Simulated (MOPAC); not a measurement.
MOPAC input (PM3):

```
PM3 1SCF CHARGE=-1 GEO-OK AUX(PRECISION=9) THREADS=1
CH5O3Si

C     1.39029200 1    0.60540400 1   -0.99050000 1
Si   -0.07665300 1   -0.11884400 1   -0.03444400 1
O    -0.77155700 1   -1.40943000 1   -0.56885300 1
O    -1.12664400 1    1.21745900 1    0.07024400 1
O     0.57383300 1   -0.30194300 1    1.52840200 1
H     1.09233000 1    0.87291300 1   -2.00795000 1
H     1.77634400 1    1.50591000 1   -0.50237900 1
H     2.20490100 1   -0.12118700 1   -1.05392100 1
H    -2.01083200 1    0.87865100 1   -0.09959600 1
H     0.26359000 1   -1.15358000 1    1.85072000 1
```

From the output:

```
                                                       MOPAC v23.2.5 Linux

          FINAL HEAT OF FORMATION =       -237.91479 KCAL/MOL =    -995.43547 KJ/MOL

          COSMO AREA              =        115.00 SQUARE ANGSTROMS
          COSMO VOLUME            =        103.01 CUBIC ANGSTROMS

          IONIZATION POTENTIAL    =          3.480879 EV
          HOMO LUMO ENERGIES (EV) =         -3.481  6.827
          NO. OF FILLED LEVELS    =         16
          MOLECULAR WEIGHT        =         93.1342         POINT GROUP:  Cs

          MOLECULAR DIMENSIONS (Angstroms)

            Atom       Atom       Distance
            H    10    H     6     4.43653
            H     9    H     8     4.28198
            H     7    O     3     3.18463

          SCF CALCULATIONS        =          1

   ATOM   CHEMICAL          X               Y               Z
  NUMBER   SYMBOL      (ANGSTROMS)     (ANGSTROMS)     (ANGSTROMS)

     1       C          1.39029200  *   0.60540400  *  -0.99050000  *
     2      Si         -0.07665300  *  -0.11884400  *  -0.03444400  *
     3       O         -0.77155700  *  -1.40943000  *  -0.56885300  *
     4       O         -1.12664400  *   1.21745900  *   0.07024400  *
     5       O          0.57383300  *  -0.30194300  *   1.52840200  *
     6       H          1.09233000  *   0.87291300  *  -2.00795000  *
     7       H          1.77634400  *   1.50591000  *  -0.50237900  *
     8       H          2.20490100  *  -0.12118700  *  -1.05392100  *
     9       H         -2.01083200  *   0.87865100  *  -0.09959600  *
    10       H          0.26359000  *  -1.15358000  *   1.85072000  *

                             CARTESIAN COORDINATES

   1    C        1.390292000     0.605404000    -0.990500000
   2   Si       -0.076653000    -0.118844000    -0.034444000
   3    O       -0.771557000    -1.409430000    -0.568853000
   4    O       -1.126644000     1.217459000     0.070244000
   5    O        0.573833000    -0.301943000     1.528402000
   6    H        1.092330000     0.872913000    -2.007950000
   7    H        1.776344000     1.505910000    -0.502379000
   8    H        2.204901000    -0.121187000    -1.053921000
   9    H       -2.010832000     0.878651000    -0.099596000
  10    H        0.263590000    -1.153580000     1.850720000

           Empirical Formula: C H5 O3 Si  =    10 atoms

      MOLECULAR POINT GROUP   :   Cs

                  EIGENVALUES
 -29.87060 -29.71658 -25.82897 -23.79483 -11.47427 -10.03453  -9.15238  -9.02157
  -8.72995  -7.73438  -7.53670  -5.80606  -5.28766  -4.96607  -3.80968  -3.48088
   6.82681   7.40869   7.43822   8.84734   9.29173   9.59985   9.64639  10.74416
  10.91003

              NET ATOMIC CHARGES AND DIPOLE CONTRIBUTIONS

  ATOM NO.   TYPE          CHARGE      No. of ELECS.   s-Pop       p-Pop
    1          C          -0.273693        4.2737     1.16907     3.10463
    2         Si           0.713977        3.2860     0.97718     2.30884
    3          O          -0.780879        6.7809     1.86933     4.91155
    4          O          -0.520250        6.5202     1.78801     4.73224
    5          O          -0.520249        6.5202     1.78801     4.73224
    6          H           0.018656        0.9813     0.98134
    7          H           0.019806        0.9802     0.98019
    8          H           0.018656        0.9813     0.98134
    9          H           0.161988        0.8380     0.83801
   10          H           0.161988        0.8380     0.83801
 DIPOLE           X         Y         Z       TOTAL
 POINT-CHG.     1.120     1.690     0.455     2.078
 HYBRID        -0.214    -0.216     0.026     0.305
 SUM            0.906     1.475     0.481     1.796

          ATOMIC ORBITAL ELECTRON POPULATIONS

     Atom    s        px        py        pz
    1  C   1.16907   1.07942   1.00322   1.02199
    2 Si   0.97718   0.80003   0.74604   0.76277
    3  O   1.86933   1.69113   1.45576   1.76467
    4  O   1.78801   1.22940   1.58261   1.92024
    5  O   1.78801   1.79765   1.40328   1.53132
    6  H   0.98134
    7  H   0.98019
    8  H   0.98134
    9  H   0.83801
   10  H   0.83801

 **********************
 *                    *
 * JOB ENDED NORMALLY *
 *                    *
 **********************

 == MOPAC DONE ==
```

The dipole moment of an ion depends on the origin.

The geometry given is a B3LYP-D3(BJ)/def2-TZVP minimum.
